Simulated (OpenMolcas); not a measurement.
## N2+, P2+, As2+, Sb2+, Bi2+: ns² np down the group

```yaml
Program: OpenMolcas 26.06
Method: MS-RASPT2, IPEA 0.25 Eh, imaginary shift 0.1 Eh
Basis: ANO-RCC-VTZP
Scalar_Hamiltonian: DKH2, point nucleus
Spin-orbit_coupling: state interaction with AMFI integrals over the reference wave functions, term energies averaged over their components
```

Active space for each ion: 3 electrons in 9 orbitals (RAS2 s p; RAS3 d, at most 2 electrons); closed shells correlated by CASPT2: N2+ 1s; P2+ 2s 2p; As2+ 3d; Sb2+ 4d; Bi2+ 5d.

Computed levels in cm-1 above ²P°_1/2:

```tsv
Level	N2+	P2+	As2+	Sb2+	Bi2+
²P°_3/2	157	488	2650	5870	18350
weight of ²P° in the lowest level (%)	100	100	100	100	100
```

Measured, with the error of the calculation in %. Measured levels: N2+ from Moore, Selected Tables of Atomic Spectra, NSRDS-NBS 3, section 5; P2+ from Martin, Zalubas and Musgrove, J. Phys. Chem. Ref. Data 14, 751 (1985); As2+ from Moore, Atomic Energy Levels, vol. II, NSRDS-NBS 35 (1971 reprint of NBS Circular 467, 1952); Sb2+, Bi2+ from Moore, Atomic Energy Levels, vol. III, NSRDS-NBS 35 (1971 reprint of NBS Circular 467, 1958).

```json
{"Level": "²P°_3/2", "N2+": "174 (-10.1)", "P2+": "559 (-12.7)", "As2+": "2940 (-9.8)", "Sb2+": "6576 (-10.7)", "Bi2+": "20788 (-11.7)"}
```

The fine-structure level ²P°_3/2 changes by a factor of 117 from N2+ to Bi2+.

Active for correlation alone: 3d; no level in the range computed is led by a configuration that fills it, so any true level of that kind is missing (holds for N2+; P2+). Active for correlation alone: 4d; no level in the range computed is led by a configuration that fills it, so any true level of that kind is missing (holds for As2+). Active for correlation alone: 5d; no level in the range computed is led by a configuration that fills it, so any true level of that kind is missing (holds for Sb2+). The run also gave levels led by 6s 6p 6d, which use shells meant for correlation; these and all levels above them are left out (holds for Bi2+). Computed and measured levels are paired by configuration, term and J; levels that our copy of the source lacks, or whose pairing is in doubt (as where it misses far off the trend of its configuration), stay unpaired and out of the deviations. Levels of configurations outside the active space are missing.

° marks odd parity.
